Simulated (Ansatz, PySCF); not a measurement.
Spin states of CrO3 (SMILES [O]=[Cr](=[O])=[O]), each relaxed with B3LYP-D3(BJ)/def2-TZVP.
State 1 (charge 0, multiplicity 1):
```xyz
4

Cr     0.1322    -0.0998    -0.1868
O     -1.1087    -1.0669    -0.0869
O     -0.1482     1.2958    -0.8644
O      1.0669    -0.0622     1.0821
```
State 2 (charge 0, multiplicity 5):
| atom | x (Å) | y (Å) | z (Å) |
|---|---|---|---|
| Cr | 0.0537 | 0.0091 | 0.0473 |
| O | -1.2102 | -1.2745 | -0.1422 |
| O | -0.1027 | 1.4518 | -1.0366 |
| O | 1.2012 | -0.1195 | 1.0755 |

Singlets are restricted, other states unrestricted; no spin–orbit coupling, no relativity up to Kr; see below for the cores. The largest T1 diagnostic is 0.053.

Correlated levels freeze the inner cores; with def2 sets outer-core shells near the valence are correlated too.

Programs: Ansatz (a first-principles code) with Gaussian orbitals; PySCF for the dispersion terms. Each number belongs to the level named beside it.

```csv
level,energy of the multiplicity-5 state less that of the multiplicity-1 state (kJ/mol)
PBE/def2-TZVPP,380.9
PBE-D4/def2-TZVPP,381.5
PBE0-D4/def2-TZVPP,(withheld)
BHLYP/def2-TZVPP,35.7
BHLYP-D3(BJ)/def2-TZVPP,36.1
CAM-B3LYP/def2-TZVPP,213.2
CAM-B3LYP-D4/def2-TZVPP,213.5
B2PLYP-D3(BJ)/def2-TZVPP,464.9
B2PLYP-D4/def2-TZVPP,465.1
```

Complete the blanks.


- PBE0-D4/def2-TZVPP, energy of the multiplicity-5 state less that of the multiplicity-1 state (kJ/mol): 229.3

Doubts at one or more of the structures used: a restricted determinant that unrestricted orbitals would lower (B2PLYP-D3(BJ)/def2-TZVPP, B2PLYP-D4/def2-TZVPP).
